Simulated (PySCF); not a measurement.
BeFCl, SMILES [F][Be][Cl]. Geometry optimised at PBE-D3(BJ)/def2-TZVP.

Computed with PySCF with PBE-D3(BJ)/def2-TZVP.

Harmonic wavenumbers (cm⁻¹): 285, 285, 506, 1368. Rotational constants (GHz): 3.878 (linear); symmetry number 1.

Work out the zero-point energy and the ideal-gas rigid-rotor harmonic-oscillator thermochemistry at 298.15 K and 1 atm.

ZPE = ½ Σ hcν = ½ × 2444 cm⁻¹ = 14.62 kJ/mol. H − E(el) = 26.20 kJ/mol. Entropy in J/(mol K): translation 160.51, rotation 69.67, vibration 15.35, total 245.53. G − E(el) = -47.00 kJ/mol. Cp = 49.00 J/(mol K).
